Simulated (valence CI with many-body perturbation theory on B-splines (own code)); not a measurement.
## Energy levels of Ni¹⁵⁺

Calculated by valence CI with perturbative core correlation (CI+MBPT): three valence electrons over a frozen Dirac-Fock core [Ne], radial functions for each j: 11 s, 11 p, 10 d, 8 f, 5 g, 2 h, with the one-electron correlation potential Σ1 (screened to all orders), the two-electron term Σ2, the three-electron term Σ3, Breit, model QED; selected single and double excitations, second order for the rest, scaled by the run's own slope (own B-spline code, finite nucleus).

No measured levels were compared; by estimate levels of excited configurations hold to 0.05 to 0.15 % of their energy, terms of the ground configuration to about 0.5 %.

Levels 91 to 135 of 173, with energies above the lowest level, 3s²3p ²P°_1/2. "Leading %" is the weight of the configuration and term that name the level; weights of strongly mixed levels are sums over their largest components and can fall short. In the jj column 3d3/2^4 stands for four electrons in 3d with j = 3/2. Lifetimes count E1, E2, E3, M1 and M2 decay at the calculated energies, and are blank where another channel may lead or the interval is too uncertain; long ones can be off by a factor of two.

```
No.  Configuration  Term     J  E (cm⁻¹)  Leading %      g  Lifetime                Leading jj
 91          3p3d²   ²F°   7/2   1606700         89  1.157   36.5 ps  3p3/2 3d3/2 3d5/2 (33 %)
 92          3p3d²   ²D°   5/2   1610500         46  1.113   31.5 ps      3p3/2 3d5/2^2 (33 %)
 93          3p3d²   ⁴D°   1/2   1615900         82  0.397   27.4 ps  3p1/2 3d3/2 3d5/2 (63 %)
 94          3p3d²   ²S°   1/2   1618800         62  1.801   19.2 ps      3p1/2 3d3/2^2 (35 %)
 95          3p3d²   ⁴D°   3/2   1623000         82  1.158   28.4 ps  3p1/2 3d3/2 3d5/2 (35 %)
 96          3p3d²   ⁴F°   3/2   1625900         89  0.453   15.1 ps      3p1/2 3d3/2^2 (40 %)
 97          3p3d²   ⁴F°   5/2   1627400         76  1.084   16.6 ps  3p1/2 3d3/2 3d5/2 (38 %)
 98          3p3d²   ⁴F°   7/2   1627900         58  1.240   18.6 ps  3p1/2 3d3/2 3d5/2 (29 %)
 99          3p3d²   ²G°   9/2   1630100         51  1.161   21.6 ps  3p1/2 3d3/2 3d5/2 (57 %)
100          3p3d²   ⁴D°   5/2   1632000         70  1.303   25.1 ps  3p3/2 3d3/2 3d5/2 (42 %)
101          3p3d²   ²G°   7/2   1637200         62  1.076   25.6 ps  3p3/2 3d3/2 3d5/2 (54 %)
102          3p3d²   ⁴D°   7/2   1639600         40  1.227   21.1 ps  3p3/2 3d3/2 3d5/2 (59 %)
103          3p3d²   ⁴F°   9/2   1640300         61  1.209   20.0 ps      3p3/2 3d5/2^2 (53 %)
104          3p3d²   ⁴P°   3/2   1644000         92  1.707   22.3 ps  3p1/2 3d3/2 3d5/2 (26 %)
105          3p3d²   ⁴P°   1/2   1648200         71  2.461   20.0 ps  3p3/2 3d3/2 3d5/2 (60 %)
106          3p3d²   ⁴P°   5/2   1654500         89  1.570   21.7 ps  3p3/2 3d3/2 3d5/2 (64 %)
107          3p3d²   ²H°   9/2   1659600         67  0.979   36.4 ps      3p3/2 3d5/2^2 (40 %)
108          3p3d²   ⁴D°   3/2   1668600         90  1.191   11.6 ps      3p3/2 3d3/2^2 (45 %)
109          3p3d²   ⁴D°   7/2   1668900         95  1.418   12.0 ps  3p3/2 3d3/2 3d5/2 (35 %)
110          3p3d²   ⁴D°   5/2   1669000         91  1.368   12.0 ps  3p3/2 3d3/2 3d5/2 (57 %)
111          3p3d²   ⁴D°   1/2   1669400         96  0.022   11.6 ps      3p3/2 3d3/2^2 (69 %)
112          3p3d²   ²H°  11/2   1673100         99  1.090   48.2 ps  3p3/2 3d3/2 3d5/2 (78 %)
113          3p3d²   ²P°   3/2   1680800         87  1.299   11.7 ps  3p3/2 3d3/2 3d5/2 (34 %)
114          3p3d²   ²P°   1/2   1691600         96  0.648   12.0 ps      3p3/2 3d5/2^2 (58 %)
115          3p3d²   ⁴S°   3/2   1704500         95  1.988   8.65 ps  3p3/2 3d3/2 3d5/2 (44 %)
116          3p3d²   ²F°   5/2   1710600         92  0.882   14.2 ps  3p3/2 3d3/2 3d5/2 (40 %)
117          3p3d²   ²F°   7/2   1715000         97  1.139   17.2 ps  3p3/2 3d3/2 3d5/2 (44 %)
118          3p3d²   ²D°   3/2   1728000         90  0.836   11.8 ps  3p3/2 3d3/2 3d5/2 (46 %)
119          3p3d²   ²D°   5/2   1735900         90  1.174   12.0 ps      3p3/2 3d5/2^2 (50 %)
120          3p3d²   ²P°   1/2   1737200         98  0.665   20.5 ps      3p1/2 3d3/2^2 (32 %)
121          3p3d²   ²F°   7/2   1750400         72  1.076   12.6 ps  3p1/2 3d3/2 3d5/2 (48 %)
122          3p3d²   ²P°   3/2   1755700         94  1.321   20.5 ps      3p3/2 3d5/2^2 (73 %)
123          3p3d²   ²F°   5/2   1761000         97  0.858   14.6 ps  3p3/2 3d3/2 3d5/2 (72 %)
124          3p3d²   ²G°   9/2   1762800         98  1.110   12.3 ps  3p3/2 3d3/2 3d5/2 (62 %)
125          3p3d²   ²G°   7/2   1768700         73  0.956   12.7 ps  3p3/2 3d3/2 3d5/2 (45 %)
126          3p3d²   ²D°   5/2   1804200         97  1.200   10.4 ps  3p3/2 3d3/2 3d5/2 (36 %)
127          3p3d²   ²D°   3/2   1805000         94  0.815   10.1 ps  3p3/2 3d3/2 3d5/2 (45 %)
128          3s²4s    ²S   1/2   1808600         96  2.002   2.31 ps            3s^2 4s (96 %)
129          3p3d²   ²P°   1/2   1826500         96  0.665   8.65 ps  3p3/2 3d3/2 3d5/2 (55 %)
130          3p3d²   ²P°   3/2   1830000         93  1.320   8.60 ps      3p3/2 3d5/2^2 (41 %)
131          3s²4p   ²P°   1/2   1940100         95  0.665   9.03 ps         3s^2 4p1/2 (95 %)
132          3s²4p   ²P°   3/2   1950100         94  1.334   9.18 ps         3s^2 4p3/2 (94 %)
133         3s3p4s   ⁴P°   1/2   2073400         97  2.635   2.92 ps        3s 3p1/2 4s (93 %)
134         3s3p4s   ⁴P°   3/2   2081400         95  1.717   2.89 ps        3s 3p1/2 4s (70 %)
135         3s3p4s   ⁴P°   5/2   2099900         99  1.600   2.95 ps        3s 3p3/2 4s (99 %)
```

Names give the largest LS component (configuration and term), which can be under half, so a name can repeat, a term be missing and a line seem to break the LS rules; names also repeat where a configuration has a term twice.

Where two levels of one J and parity lie close, their mixing, g and order are uncertain.
